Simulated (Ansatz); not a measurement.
```yaml
crystal:
  periodic: [false, false, false]
  atoms:
    - {symbol: C, position_ang: [-0.045078, -1.864904, -0.217563]}
    - {symbol: C, position_ang: [0.522144, -0.493221, -0.419990]}
    - {symbol: N, position_ang: [-0.044481, 0.545790, 0.132066]}
    - {symbol: C, position_ang: [0.377810, 1.871389, -0.339199]}
    - {symbol: B, position_ang: [-1.138755, 0.624347, 1.161930]}
    - {symbol: F, position_ang: [-1.628449, 1.649994, 1.477272]}
    - {symbol: F, position_ang: [-1.784021, -0.740414, 1.366365]}
    - {symbol: H, position_ang: [-1.113587, -2.091133, -0.492422]}
    - {symbol: H, position_ang: [0.560618, -2.752055, -0.720371]}
    - {symbol: H, position_ang: [0.100674, -2.237855, 0.808768]}
    - {symbol: H, position_ang: [1.731432, -0.481186, -0.410120]}
    - {symbol: H, position_ang: [0.368414, -0.533031, -1.589056]}
    - {symbol: H, position_ang: [1.489292, 1.779208, 0.071741]}
    - {symbol: H, position_ang: [0.178416, 2.606346, 0.250762]}
    - {symbol: H, position_ang: [0.329376, 2.044016, -1.390289]}
basis:
  gaussian: {orbitals: pcseg-2}
total_charge: -1
magnetization: {spin_polarized: true, initial_magnetization: 1}
hamiltonian: {xc: {name: r2SCAN0}, dispersion: d3bj, pseudopotentials: {relativity: none}}
relax: {f_tol: 0.001, max_steps: 3}
```

```sh
$ ansatz run in.yaml --threads 4 --pin off --events-out ev --progress --plain --max-ram 11315MiB
```

Shortened log:

```
Warning: the engine holds no damping parameters fitted to this dispersion correction and functional, so the run takes those fitted to r2scan0 beside the three-body term, which d3bj leaves out (hamiltonian.dispersion, under Limitations)
Functional definition: r2SCAN0
1536 factors; their error is unknown
mean field evaluation 1: about -10830.0452 eV, gradient 4.0e1 eV
mean field evaluation 2: about -10820.9875 eV, gradient 5.9e1 eV
mean field evaluation 4: about -10838.4166 eV, gradient 4.1e0 eV
mean field evaluation 8: about -10838.5528 eV, gradient 2.5e-1 eV
mean field evaluation 16: about -10838.5447 eV, gradient 4.9e-3 eV
mean field evaluation 32: about -10838.5447 eV, gradient 1.9e-5 eV
mean field -10838.54466103 eV, -398.3091696633 hartree, gradient 1.9e-5 eV, S^2 0.754246; 6 other end points of the search recorded, 0 dependent functions left out
reference -10838.54467965 eV, -398.3091703477 hartree; 29, 28 occupied and 293, 294 virtual orbitals, 1536 factors
relax step   1: F+E_penalty+E_count = -10838.64318114 eV  Δ(F+E_penalty+E_count) = +0.000e0 eV  max|allowed force component| = 1.174e1 eV/Å  Δτ_max = 0.0000 Å  (107 SCF iters, accepted)
1536 factors; their error is unknown
mean field -10841.40316847 eV, -398.4142178743 hartree, gradient 1.7e-5 eV, S^2 0.754102; 0 other end points of the search recorded, 0 dependent functions left out
reference -10841.40318867 eV, -398.4142186167 hartree; 29, 28 occupied and 293, 294 virtual orbitals, 1536 factors
relax step   2: F+E_penalty+E_count = -10841.50156807 eV  Δ(F+E_penalty+E_count) = -2.858e0 eV  max|allowed force component| = 5.699e0 eV/Å  Δτ_max = 0.1760 Å  (50 SCF iters, accepted)
1536 factors; their error is unknown
mean field -10841.99517354 eV, -398.4359736593 hartree, gradient 2.4e-5 eV, S^2 0.753440; 0 other end points of the search recorded, 0 dependent functions left out
reference -10841.99519347 eV, -398.4359743917 hartree; 29, 28 occupied and 293, 294 virtual orbitals, 1536 factors
relax step   3: F+E_penalty+E_count = -10842.09411567 eV  Δ(F+E_penalty+E_count) = -5.925e-1 eV  max|allowed force component| = 1.942e0 eV/Å  Δτ_max = 0.1353 Å  (44 SCF iters, accepted)
Error: geometry relaxation did not converge after 3 steps: max|allowed force component| = 1.94e0 eV/Å (threshold 1.0e-3). Raise `relax.max_steps` over both its present limit and 3, loosen `relax.f_tol`, or start from a geometry closer to equilibrium. Where this run's directory can be resumed (`checkpoint.write`), a resume goes on for up to `relax.max_steps` more
```

Task: What is wrong with this run?

Result: The relaxation is allowed too few steps for its threshold. No converged result was reached.
